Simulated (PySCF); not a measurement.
# Sr³⁶⁺: ionisation energy

Sr³⁶⁺ 1s2 (1S) → Sr³⁷⁺ 1s1 (2S), as a difference of total energies. Computed with PySCF 2.14 in an even-tempered Gaussian basis (17 s from 56 bohr⁻², ratio 2.2; 7 p from 85 bohr⁻², ratio 2.4; 4 d from 260 bohr⁻², ratio 2.4; 3 f from 380 bohr⁻², ratio 2.4; 3 g from 580 bohr⁻², ratio 2.4), with scalar relativity by spin-free X2C-1e. Correlated levels: nothing frozen; virtual orbitals above 40 to 60 times the deepest correlated orbital energy dropped. The calculations carry no spin-orbit coupling.

| method | ionisation energy (eV) |
| --- | --- |
| UHF | 19367.2 |
| LDA | 19326.9 |
| r2SCAN | 19369.4 |
| M06-L | 19373.8 |
| TPSS | 19369.4 |
| MP2 (all electrons) | 19368.6 |
| SCS-MP2 (all electrons) | 19368.9 |

Estimate what PBE gives.

19363.6 eV, closest to UHF among the rows shown.

Estimate what PBE0 gives.

19364.8 eV, closest to UHF among the rows shown.

For this ion Breit and QED terms and the two-electron picture change, all absent here, outweigh the differences among the correlated methods.

For comparison: 19345.6 eV (theoretical estimate listed by NIST; NIST Atomic Spectra Database, ionization energies).
